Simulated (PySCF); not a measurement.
## N⁺: interval between two levels

N⁺ [He] 2s2 2p2 [3P2, M_J = 2] → N⁺ [He] 2s1 2p3 [5S2, M_J = 2], as a difference of total energies. Calculation: PySCF 2.14, in x2c-SVPall-2c with one added diffuse shell of s type (4s2p1d, 15 functions); the two-component X2C-1e Hamiltonian. Correlated levels: 1s2 frozen. "Screened" scales the spin-orbit matrix elements by Boettger's factors to mimic the two-electron term; Breit and QED terms are absent.

```tsv
method	interval between two levels (cm⁻¹)
GHF (spin-free)	28511
GMP2 (spin-free)	36841
GHF (screened spin-orbit)	28458
GMP2 (screened spin-orbit)	36788
```

Errors of the correlated levels include the incompleteness of this basis and the frozen core.

The labels give the starting determinants; with spin-orbit coupling the two ends relaxed to ⟨J²⟩ = 6.01, ⟨L²⟩ = 2.00, ⟨S²⟩ = 2.00 and ⟨J²⟩ = 6.00, ⟨L²⟩ = 0.00, ⟨S²⟩ = 6.00.

For comparison: 46654 cm⁻¹ (measured; NIST Handbook of Basic Atomic Spectroscopic Data (Sansonetti and Martin, J. Phys. Chem. Ref. Data 34, 1559 (2005))).
